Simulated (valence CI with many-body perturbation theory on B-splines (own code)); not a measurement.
Results of a calculation; reference values are marked as such.
Level structure of In⁹⁺

Method: relativistic CI+MBPT: four valence electrons over a frozen Dirac-Fock core [Kr], radial functions for each j: 9 s, 9 p, 10 d, 8 f, 5 g, 3 h, 1 i, with the one-electron correlation potential Σ1, the two-electron term Σ2, the three-electron term Σ3, Breit, model QED; selected CI, second order for the rest, scaled by the run's own slope (own B-spline code, finite nucleus).

No measured spectrum was set against this ion. As an estimate, terms of the open shell hold to 2 to 4 % of their energy, and close levels can change places. Core correlation moves these levels by up to 5200 cm⁻¹, and in measured spectra 5 to 20 % of such shifts remained as error; rates that hang on mixing are uncertain with them. The list stops below the first excitations out of the core. Only levels of the ground parity were solved; by the run's estimate the other parity begins above the list, which can be wrong where configurations are misplaced.

Levels 1 to 34 of 34, with energies above the lowest level, 4d4 5D_0. "Leading %" is the weight of the configuration and term that name the level; weights of strongly mixed levels are sums over their largest components and can fall short.

```tsv
No.	Configuration	Term	J	E (cm⁻¹)	Leading %	g	Second component
1	4d4	5D	0	0.0	86		13 % 4d4 3P
2	4d4	5D	1	2318	93	1.499	6 % 4d4 3P
3	4d4	5D	2	5209	96	1.493	
4	4d4	5D	3	8159	95	1.487	
5	4d4	5D	4	11024	91	1.476	8 % 4d4 3F
6	4d4	3P	0	25006	75		13 % 4d4 5D
7	4d4	3H	4	26252	67	0.900	15 % 4d4 3G
8	4d4	3H	5	30637	82	1.061	17 % 4d4 3G
9	4d4	3G	3	31463	61	0.884	34 % 4d4 3F
10	4d4	3P	1	32278	88	1.437	6 % 4d4 3D
11	4d4	3H	6	33160	86	1.143	14 % 4d4 1I
12	4d4	3F	2	33258	86	0.724	8 % 4d4 1D
13	4d4	3F	4	35742	39	1.084	31 % 4d4 3G
14	4d4	3G	4	39170	44	1.098	27 % 4d4 3F
15	4d4	3P	2	39395	63	1.367	33 % 4d4 3D
16	4d4	3F	3	40220	64	0.980	32 % 4d4 3G
17	4d4	3G	5	42909	82	1.171	17 % 4d4 3H
18	4d4	3D	3	44194	87	1.294	5 % 4d4 1F
19	4d4	1I	6	46823	86	1.022	14 % 4d4 3H
20	4d4	3D	2	46914	44	1.204	29 % 4d4 3P
21	4d4	3D	1	47967	92	0.570	6 % 4d4 3P
22	4d4	1G	4	53086	63	1.044	21 % 4d4 3F
23	4d4	1S	0	56150	84		15 % 4d4 3P
24	4d4	1D	2	58450	60	1.060	14 % 4d4 3P
25	4d4	1F	3	61747	78	1.029	9 % 4d4 3F
26	4d4	3P	2	69687	84	1.405	7 % 4d4 3F
27	4d4	3F	4	71940	87	1.222	10 % 4d4 1G
28	4d4	3F	2	73229	83	0.744	9 % 4d4 1D
29	4d4	3F	3	74519	85	1.074	13 % 4d4 1F
30	4d4	3P	1	75927	98	1.494	
31	4d4	3P	0	79187	93		5 % 4d4 1S
32	4d4	1G	4	81675	89	1.022	9 % 4d4 3F
33	4d4	1D	2	103660	97	0.999	
34	4d4	1S	0	134260	96
```

Names give the largest LS component (configuration and term), which can be under half, so a name can repeat, a term be missing and a line seem to break the LS rules; names also repeat where a configuration has a term twice.

The ionisation energy to 4d3 4F_3/2 of the next ion comes out as 178.92 eV (NIST: 178 ± 2.2 eV (theoretical)). All 34 levels together are meant to be complete up to 389110 cm⁻¹.
